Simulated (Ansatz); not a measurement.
Wavefunction ladder for F4OW, SMILES `[O]=[W]([F])([F])([F])[F]`

Cartesian coordinates in Å:
```
O 0.317 -1.233 -1.147
W 0.008 -0.031 -0.029
F 1.450 1.119 -0.141
F 0.771 -0.632 1.543
F -1.613 -0.483 0.734
F -0.932 1.259 -0.960
```

The species carries charge 0 and has multiplicity 1. Correlated methods include outer-core shells of W, which these sets cover unevenly. W takes the def2 core potential. Geometry: relaxed with PBE0-D4/def2-TZVP. Frozen core, restricted reference, the Gaussian-basis code of Ansatz.

| basis | HF (Eh) | MP2 corr. |
| --- | --- | --- |
| def2-SVP | -538.80277 | -1.32257 |
| def2-TZVPP | -539.45329 | -1.74557 |
| def2-QZVPP | -539.47654 | -1.91992 |

(1) Estimate the CCSD correlation energy and the (T) correction in each basis where they were run (hartree).

Results:

(1) 
```json
{"basis": "def2-SVP", "CCSD corr.": "-1.26939", "(T)": "-0.04567"}
{"basis": "def2-TZVPP", "CCSD corr.": "-1.68343", "(T)": "-0.07594"}
```
